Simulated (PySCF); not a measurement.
Gas-phase equilibrium of 1 mol MgCl2, 0.46 mol H2O at 1200 K and 0.133 bar, among 19 species (ClO, O2, HCl, O, HO2, H2O, H, HOCl, H2O2, O3, MgCl2, H2, MgH2, MgCl, MgH, Cl, Cl2, Mg, OH). Only gases are allowed; each row takes one source of thermochemistry for all species, and Cantera finds the minimum.

Energies from PySCF, thermal terms from the rigid-rotor harmonic-oscillator model, ideal gas at 1 bar. † marks an energy on the PBE0/def2-TZVP geometry and frequencies; other levels use their own. 6-31G* has spherical d functions here. Open shells (unrestricted) among the columns below: O2 (multiplicity 3), MgCl (multiplicity 2); the rest are closed-shell singlets. B3LYP is the form with VWN-RPA correlation. The harmonic model lacks anharmonicity and excited electronic states, which grow with temperature; levels with a mode under 35 cm⁻¹ are left out. Soft modes under 120 cm⁻¹ make the harmonic entropy rough for MgCl2.

Molecules larger than those listed are left out. Table species left out: MgO, MgOH, Mg(OH)2, Mg2.

With B3LYP/6-31G* thermochemistry: MgCl2 0.68, H2O 0.31, H2 0.00064, O2 0.00035, HCl 0.00014, MgCl 6.7e-5, Mg 3.5e-5.

Task: How far does the composition move with the other sources (LDA/def2-TZVP†, ωB97M-V/def2-TZVP†)?

Result: 
```csv
thermochemistry,x MgCl2,x H2O,x H2,x O2,x HCl,x MgCl,x Mg
B3LYP/6-31G*,0.68,0.31,0.00064,0.00035,0.00014,6.7e-5,3.5e-5
LDA/def2-TZVP†,0.68,0.32,3.3e-6,1.9e-5,6.8e-5,4.4e-5,1.2e-5
ωB97M-V/def2-TZVP†,0.68,0.32,1.4e-5,2.1e-5,5.8e-5,1.1e-5,2.3e-5
```
The most sensitive of these is H2: it spans a factor of 10^2.3 over these rows; at this temperature one factor of ten is RT ln 10 = 23 kJ/mol.
